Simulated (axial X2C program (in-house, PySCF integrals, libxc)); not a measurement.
## TcP at several levels of theory

All values were computed with an in-house relativistic program for diatomic molecules. Spin-free means the one-electron spin-free X2C Hamiltonian; two-component (2c) means X2C with spin–orbit coupling and atomic mean-field two-electron Coulomb and Gaunt terms, so the difference of the two also holds small scalar two-electron terms. Basis: Tc dyall-v3z [12s12p8d3f2g], P dyall-v3z [8s7p2d1f] (cores contracted in-house); Gaussian nuclei, density fitting, unrestricted open shells. Masses: Tc 98.907 u, P 30.974 u.

State, spin-free: M_S = 2, Λ = 1 (beyond evenly filled blocks: σα, π+α, δ+α, δ-α); electrons by block: σα: 14, σβ: 13, π+α: 7, π+β: 6, π-α: 6, π-β: 6, δ+α: 2, δ+β: 1, δ-α: 2, δ-β: 1. Fragments: Tc + P.

State, 2c: Ω = 1 (⟨Sz⟩ = 1.99, ⟨Lz⟩ = -0.99 at PBE0); electrons by block: 1/2: 20, -1/2: 20, 3/2: 7, -3/2: 8, 5/2: 2, -5/2: 1. Fragments: Tc + P.

| Hamiltonian | level | Re (Å) | ωe (cm⁻¹) | ωexe (cm⁻¹) | De (eV) | D0 (eV) | k (mdyn/Å) | μ (D) |
| --- | --- | --- | --- | --- | --- | --- | --- | --- |
| spin-free | PBE0 | 2.102 | 484.0 | 1.81 | 3.14 | 3.11 | 3.25 | -3.37 |
| spin-free | HF | 2.428 | 274.8 | n/a | n/a | n/a | 1.05 | -3.76 |
| spin-free | BP86 | 2.106 | 508.8 | 1.73 | 3.90 | 3.86 | 3.6 | -2.72 |
| 2c | PBE0 | 2.101 | 486.2 | 1.84 | 3.17 | 3.14 | 3.29 | -3.34 |
| 2c | HF | 2.426 | 274.9 | n/a | n/a | n/a | 1.05 | -3.73 |

Dipoles are positive if P is the positive end.

One determinant describes the state; a PBE0 search over occupations chose it and may have missed a lower one. Dissociation energies refer to the lowest single-determinant-based atoms at the same level and basis. De is not given where an atomic determinant may have missed its ground term or J level, or where the truncated virtual space spoils (T). Density functionals use the spin component along the axis (collinear). PBE0 can misorder states that lie within some tenths of an eV, so this need not be the ground state of the molecule. The nearest other spin-free determinant of the search, M_S = 1, Λ = 0, lies 0.21 eV up at the distance of the search. Without a current term, density functionals place determinants with orbital angular momentum somewhat too high. With several unpaired electrons one determinant need not be a pure state. Open-shell Ω = 0 determinants with evenly filled partner blocks cannot be reached by this program, so the Ω shown need not be the lowest component. At some level and bond length an empty orbital lies below a filled one. The determinant is spin-polarised beyond a pure state at some levels (its spin-free form has ⟨S²⟩ too high), which makes Re and μ there less reliable.

No reliable constants came from BP86 (2c), M06 (2c), M06 (spin-free), MP2 (2c), MP2 (spin-free): no minimum in range, unconverged points, a curve that is not smooth, a change of character along it, or the two Hamiltonians disagreeing along it.

Rough cost a point (2c) on 1 thread(s) of a shared host, integrals apart: PBE0 1.4 s, HF 1.2 s.

The whole task took 5.6 min on 1 thread of Arm Neoverse N1, on a shared host.
